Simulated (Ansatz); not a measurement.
Z-matrix (Å, degrees):
```
Si
Al 1 2.446
N 1 1.729 2 112.4
H 1 1.492 2 112.9 3 -121.2
H 1 1.508 2 105.9 3 125.4
S 2 2.504 1 103.5 3 -99.2
Si 2 2.401 1 112.6 3 -157.0
H 2 1.586 1 131.5 3 28.0
H 3 1.006 1 119.9 2 38.8
H 3 1.008 1 120.1 2 -177.5
H 6 1.345 2 92.3 1 -14.6
H 7 1.489 2 124.9 1 178.0
H 7 1.488 2 127.3 1 2.3
```

The species carries charge 0 and has multiplicity 1.

List the B3LYP/def2-TZVPP orbital energies in eV (the Gaussian-basis code of Ansatz). (Estimate.)

The calculation gave: Occupied: -2418.57, -1799.27, -1798.68, -1524.17, -388.93, -216.58, -161.12, -161.03, -160.97, -143.80, -143.18, -112.16, -99.20, -99.08, -99.03, -98.50, -98.49, -98.48, -72.85, -72.76, -72.69, -23.03, -20.66, -14.55, -14.33, -13.37, -12.01, -11.19, -10.53, -9.75, -9.45, -9.29, -8.34, -7.41, -6.97, -6.60. Lowest empty: -1.00, -0.90, -0.58, -0.30, 0.34, 0.42, 1.34, 1.54.

B3LYP here is the variant with VWN-RPA as its local correlation; programs differ in this.
